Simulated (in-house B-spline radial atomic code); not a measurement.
Response and correlation along the 46-electron series, closed shell [Kr] 4d10; the second-order energy is extrapolated in partial waves. Computed with a B-spline radial code for spherical atoms: relativistic RPA and second-order many-body perturbation theory on Dirac-Hartree-Fock.

```
  ion   Z  dipole polarisability (bohr³)  quadrupole polarisability (bohr⁵)  ratio of RPA to uncoupled dipole  second order correlation energy (Eh)  C6 of two such ions (Eh bohr⁶)
Ta27+  73                       0.083041                           0.017576                           0.84967                               -2.9624                        0.059351
 W28+  74                       0.076551                           0.015315                           0.85007                               -2.9733                        0.052141
Re29+  75                       0.070718                           0.013392                           0.85051                                -2.984                        0.045955
Os30+  76                        0.06546                           0.011748                           0.85099                               -2.9946                        0.040626
Ir31+  77                       0.060706                           0.010339                           0.85149                               -3.0051                        0.036019
Pt32+  78                       0.056397                          0.0091248                           0.85202                               -3.0155                        0.032021
Au33+  79                       0.052482                          0.0080758                           0.85257                               -3.0258                        0.028541
Hg34+  80                       0.048916                          0.0071663                           0.85315                               -3.0361                        0.025503
Tl35+  81                       0.045661                          0.0063751                           0.85374                               -3.0462                        0.022841
```

Problem. How fast does the dipole polarisability fall along the series?

Solution. From 0.08304 to 0.04566 bohr³; a fit of its logarithm against log Z from Z = 73 to 81 has slope -5.75.
